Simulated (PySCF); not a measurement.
PySCF job for C2H4AlClO, SMILES C=[CH][Al]([OH])[Cl], PBE-D3(BJ)/def2-SVP. The structure is a stationary point at PBE-D3(BJ)/def2-SVP. The structure was generated by enumeration; whether it is a known compound was not checked. The values are those of a single conformer.

```python
import numpy as np
from pyscf import gto, scf, dft, df
from pyscf.hessian import thermo

mol = gto.M(
    atom='''
    Al   -0.20082945    0.04266861    0.00000000
    Cl    0.54849436    2.02638402    0.00000000
    C     0.95941959   -1.50631976    0.00000000
    C     0.45000503   -2.75909427    0.00000000
    H     2.06071978   -1.40068204    0.00000000
    H     1.09227054   -3.65955959    0.00000000
    H    -0.63833665   -2.94809223    0.00000000
    O    -1.89188542   -0.23497318    0.00000000
    H    -2.54973914    0.47738325    0.00000000
    ''',
    basis='def2-SVP',
    charge=0,
    spin=0,
    max_memory=1600,
    verbose=3,
)
mf = dft.RKS(mol, xc='pbe').density_fit(auxbasis='def2-universal-jkfit')
mf.disp = 'd3bj'
mf.grids.level = 3
mf.conv_tol = 1e-11
mf.max_cycle = 100
mf.kernel()

# [left out here: the lines that compute and print the analytic Hessian (its translational invariance restored by hand, since the grid's response is missing), thermochemistry and intensities]
```

It prints:

```
converged SCF energy = -855.732640914869

WARN: DFTD3 does not support analytical Hessian, using finite difference


WARN: Mole.unit (angstrom) is changed to Bohr

Mode                                 0                   1                   2
Irrep
Freq [cm^-1]                       66.3369             97.7846            179.5559
Reduced mass [au]                   2.7905              4.3711              5.4150
Force const [Dyne/A]                0.0072              0.0246              0.1029
Char temp [K]                      95.4441            140.6903            258.3409
Normal mode                   x     y     z       x     y     z       x     y     z
       0  Al                 0.00  0.00 -0.06   -0.08 -0.00  0.00   -0.05  0.03 -0.00
       1  Cl                -0.00  0.00  0.05    0.04 -0.05  0.00    0.07 -0.01  0.00
       2   C                -0.00 -0.00 -0.14   -0.02  0.04 -0.00   -0.01  0.08  0.00
       3   C                -0.00  0.00  0.15    0.15 -0.02  0.00   -0.03  0.09 -0.00
       4   H                 0.00 -0.00 -0.36   -0.03  0.17 -0.00   -0.01  0.08  0.00
       5   H                -0.00 -0.00  0.15    0.27  0.06  0.00   -0.05  0.08  0.00
       6   H                -0.00  0.00  0.39    0.17 -0.17  0.00   -0.03  0.12 -0.00
       7   O                 0.00 -0.00 -0.02   -0.09  0.08 -0.00   -0.02 -0.15  0.00
       8   H                 0.00 -0.00  0.08   -0.05  0.11  0.00   -0.16 -0.28  0.00
Mode                                 3                   4                   5
Irrep
Freq [cm^-1]                      216.2143            281.2413            348.5816
Reduced mass [au]                   3.4872              4.5859              1.1085
Force const [Dyne/A]                0.0960              0.2137              0.0794
Char temp [K]                     311.0843            404.6436            501.5314
Normal mode                   x     y     z       x     y     z       x     y     z
       0  Al                 0.00 -0.00  0.14    0.01 -0.04 -0.00   -0.00  0.00 -0.01
       1  Cl                -0.00 -0.00 -0.03   -0.03 -0.08  0.00    0.00 -0.00  0.01
       2   C                 0.00  0.00 -0.06    0.11  0.08  0.00   -0.00  0.00 -0.02
       3   C                -0.00  0.00 -0.00   -0.03  0.14  0.00    0.00  0.00  0.00
       4   H                 0.00 -0.00 -0.34    0.11  0.02  0.00   -0.00  0.00 -0.05
       5   H                -0.00  0.00 -0.24   -0.17  0.05  0.00    0.00  0.00 -0.02
       6   H                -0.00  0.00  0.26   -0.06  0.29 -0.00    0.00 -0.00  0.04
       7   O                 0.00 -0.00 -0.09   -0.01  0.06  0.00    0.00  0.00  0.07
       8   H                 0.00 -0.00 -0.12    0.10  0.16  0.00   -0.00 -0.00 -0.94
Mode                                 6                   7                   8
Irrep
Freq [cm^-1]                      454.9658            476.8044            586.0992
Reduced mass [au]                   1.5815              6.6873              1.3226
Force const [Dyne/A]                0.1929              0.8957              0.2677
Char temp [K]                     654.5944            686.0154            843.2663
Normal mode                   x     y     z       x     y     z       x     y     z
       0  Al                -0.00 -0.00  0.06    0.04  0.08  0.00   -0.03 -0.01  0.00
       1  Cl                 0.00  0.00 -0.01   -0.04 -0.09 -0.00   -0.00  0.01 -0.00
       2   C                 0.00 -0.00 -0.15   -0.11  0.05 -0.00    0.09 -0.05 -0.00
       3   C                -0.00 -0.00  0.03    0.00  0.01  0.00    0.00 -0.02 -0.00
       4   H                 0.00 -0.00  0.34   -0.11  0.08  0.00    0.09 -0.07  0.00
       5   H                -0.00 -0.00  0.58    0.12  0.09  0.00   -0.10 -0.09  0.00
       6   H                -0.00  0.00 -0.39    0.03 -0.12 -0.00   -0.02  0.10 -0.00
       7   O                -0.00 -0.00 -0.01    0.11  0.03 -0.00    0.02  0.08 -0.00
       8   H                 0.00  0.00 -0.05   -0.12 -0.19  0.00   -0.63 -0.55 -0.00
Mode                                 9                  10                  11
Irrep
Freq [cm^-1]                      662.9384            866.8443            963.6981
Reduced mass [au]                   5.9072              6.6071              1.3545
Force const [Dyne/A]                1.5296              2.9251              0.7412
Char temp [K]                     953.8208           1247.1960           1386.5471
Normal mode                   x     y     z       x     y     z       x     y     z
       0  Al                -0.01  0.13  0.00   -0.13 -0.00  0.00   -0.00  0.00  0.00
       1  Cl                -0.01 -0.04 -0.00    0.00  0.01 -0.00    0.00 -0.00 -0.00
       2   C                 0.11 -0.08  0.00    0.02 -0.02 -0.00    0.00 -0.00  0.05
       3   C                 0.01 -0.06 -0.00    0.01 -0.02 -0.00   -0.00  0.00 -0.14
       4   H                 0.13 -0.18  0.00    0.02  0.03 -0.00    0.00 -0.00 -0.06
       5   H                -0.12 -0.15 -0.00   -0.10 -0.10 -0.00    0.00  0.00  0.63
       6   H                -0.01  0.08 -0.00   -0.01  0.09 -0.00    0.00 -0.00  0.56
       7   O                -0.06 -0.03  0.00    0.17  0.01 -0.00    0.00  0.00 -0.00
       8   H                 0.11  0.14 -0.00    0.26  0.09  0.00    0.00 -0.00  0.00
Mode                                12                  13                  14
Irrep
Freq [cm^-1]                      965.6960           1021.3489           1222.2259
Reduced mass [au]                   1.1596              1.0725              1.3664
Force const [Dyne/A]                0.6372              0.6592              1.2026
Char temp [K]                    1389.4215           1469.4937           1758.5109
Normal mode                   x     y     z       x     y     z       x     y     z
       0  Al                 0.03  0.00 -0.00    0.00 -0.00 -0.00   -0.00  0.01  0.00
       1  Cl                -0.00 -0.00  0.00    0.00  0.00  0.00   -0.00 -0.00 -0.00
       2   C                -0.05  0.00  0.00   -0.00  0.00 -0.07    0.10 -0.05 -0.00
       3   C                 0.06 -0.05 -0.00    0.00 -0.00 -0.00   -0.11 -0.01 -0.00
       4   H                -0.11  0.60 -0.00   -0.00  0.00  0.75    0.03  0.72  0.00
       5   H                -0.37 -0.36  0.00   -0.00 -0.00 -0.32    0.16  0.17 -0.00
       6   H                -0.03  0.46  0.00   -0.00  0.00  0.51   -0.05 -0.36  0.00
       7   O                -0.02 -0.01  0.00   -0.00  0.00  0.00    0.00 -0.00 -0.00
       8   H                -0.01  0.00 -0.00   -0.00  0.00  0.00    0.01  0.00 -0.00
Mode                                15                  16                  17
Irrep
Freq [cm^-1]                     1372.2997           1598.4809           3034.2274
Reduced mass [au]                   1.2007              4.4108              1.0588
Force const [Dyne/A]                1.3323              6.6402              5.7433
Char temp [K]                    1974.4337           2299.8582           4365.5777
Normal mode                   x     y     z       x     y     z       x     y     z
       0  Al                -0.00  0.00  0.00   -0.00  0.01  0.00   -0.00 -0.00  0.00
       1  Cl                -0.00 -0.00 -0.00   -0.00  0.00  0.00    0.00 -0.00 -0.00
       2   C                -0.03 -0.12 -0.00   -0.05 -0.17 -0.00   -0.01  0.00  0.00
       3   C                 0.00  0.02  0.00    0.07  0.18  0.00   -0.01 -0.06 -0.00
       4   H                -0.05  0.06  0.00   -0.09  0.05  0.00    0.19  0.02  0.00
       5   H                 0.50  0.40  0.00   -0.26 -0.04 -0.00   -0.45  0.60 -0.00
       6   H                -0.08  0.63 -0.00    0.16 -0.23 -0.00    0.57  0.08  0.00
       7   O                 0.00 -0.00 -0.00    0.00 -0.00 -0.00    0.00 -0.00 -0.00
       8   H                 0.01  0.01 -0.00    0.00  0.00 -0.00    0.00  0.00 -0.00
Mode                                18                  19                  20
Irrep
Freq [cm^-1]                     3065.5928           3127.4045           3818.2681
Reduced mass [au]                   1.0909              1.1156              1.0678
Force const [Dyne/A]                6.0406              6.4288              9.1721
Char temp [K]                    4410.7055           4499.6388           5493.6376
Normal mode                   x     y     z       x     y     z       x     y     z
       0  Al                 0.00 -0.00 -0.00   -0.00  0.00  0.00   -0.00 -0.00  0.00
       1  Cl                 0.00  0.00 -0.00   -0.00 -0.00 -0.00   -0.00 -0.00 -0.00
       2   C                -0.08 -0.01 -0.00    0.01  0.00  0.00    0.00  0.00 -0.00
       3   C                 0.02  0.01  0.00    0.09 -0.03 -0.00   -0.00 -0.00 -0.00
       4   H                 0.92  0.09  0.00   -0.13 -0.01  0.00   -0.00 -0.00 -0.00
       5   H                 0.04 -0.05 -0.00   -0.34  0.48 -0.00   -0.00  0.00 -0.00
       6   H                -0.22 -0.04 -0.00   -0.72 -0.13 -0.00   -0.00  0.00  0.00
       7   O                 0.00 -0.00  0.00   -0.00 -0.00 -0.00    0.04 -0.04 -0.00
       8   H                -0.00  0.00  0.00    0.00 -0.00 -0.00   -0.67  0.70  0.00
temperature 298.1500 [K]
pressure 101325.00 [Pa]
Rotational constants [GHz] 5.33975 1.74907 1.31751
Symmetry number 1
Zero-point energy (ZPE) 0.05565 [Eh]   146103.569 [J/mol]
                           tot       elec      trans        rot        vib
Entropy [J/mol/K]       356.467      0.000    166.964    115.727     73.776
Cv [J/mol/K]             98.593      0.000     12.472     12.472     73.649
Cp [J/mol/K]            106.907      0.000     20.786     12.472     73.649
Internal energy [J/mol]                      3718.434   3718.434 157866.664
Internal energy [Eh]   -855.66968  -855.73264
Enthalpy [J/mol]                             6197.391   3718.434 157866.664
Enthalpy [Eh]          -855.66874
Gibbs free energy [J/mol]                  -43582.827 -30785.719 135870.340
Gibbs free energy [Eh] -855.70922
mode   freq/cm-1   IR/(km/mol)
   1       66.34         0.144
   2       97.78         0.151
   3      179.56        19.587
   4      216.21        15.971
   5      281.24         3.254
   6      348.58       124.557
   7      454.97        40.655
   8      476.80        24.550
   9      586.10       155.062
  10      662.94       161.693
  11      866.84        80.291
  12      963.70        25.668
  13      965.70        13.060
  14     1021.35        11.966
  15     1222.23         0.779
  16     1372.30        14.384
  17     1598.48        19.006
  18     3034.23        18.874
  19     3065.59         4.839
  20     3127.40         7.445
  21     3818.27        87.680
max |gradient| / (hartree/bohr): 2.234854552032303e-05
APT charges: [ 1.4242 -0.5691 -0.4244  0.0092  0.0102  0.0204  0.0335 -0.8034  0.2994]
```

Self-consistency was reached.

Cost: very roughly 60 core-seconds.
